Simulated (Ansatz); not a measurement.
The same path of CH3NSSi (7 atoms, charge 0, multiplicity 1) was run twice with different band settings. The coordinate that changes most is the dihedral H5–S1–C2–N3.

The calculation used RKS PBE0-D4/def2-SVP (Ansatz).

Relaxed end points:

```xyz
7
Properties=species:S:1:pos:R:3
S -0.881 1.114 -1.718
C -0.269 0.214 -0.377
N -0.821 -0.559 0.485
Si 0.956 -0.411 0.773
H -2.173 0.732 -1.554
H 1.420 0.400 1.924
H 1.829 -1.557 0.422
```

```xyz
7
Properties=species:S:1:pos:R:3
S -1.760 0.634 -1.326
C -0.649 -0.028 -0.163
N -0.860 -0.825 0.815
Si 0.883 -0.375 0.706
H -0.831 1.346 -1.995
H 1.433 0.567 1.711
H 1.845 -1.387 0.207
```

Common settings: climbing image yes; spring 5.0 eV/Å²; optimiser quadratic models (default); start path through a guess of the saddle point; force threshold 0.05 eV/Å; iteration limit 60; end points relaxed.

| run | movable images |
| --- | --- |
| 1 | 7 |
| 2 | 2 |

Q: What does each run give, and how far can it be trusted?

A: Run 1: converged after 6 iterations, highest image 0.409 eV above the first end. A vibrational analysis at the climbing image gives one clearly imaginary mode, 368i cm⁻¹: a first-order saddle point.
Run 2: converged after 9 iterations, highest image 0.409 eV above the first end. The dihedral H5–S1–C2–N3 jumps by 91° between images 2 and 3, so the path isn't resolved there. Another band between the same ends (7 images) ends at a top of the same energy, where a vibrational analysis finds 1 clearly imaginary mode. So few images can step over the top or miss a turn of the path.
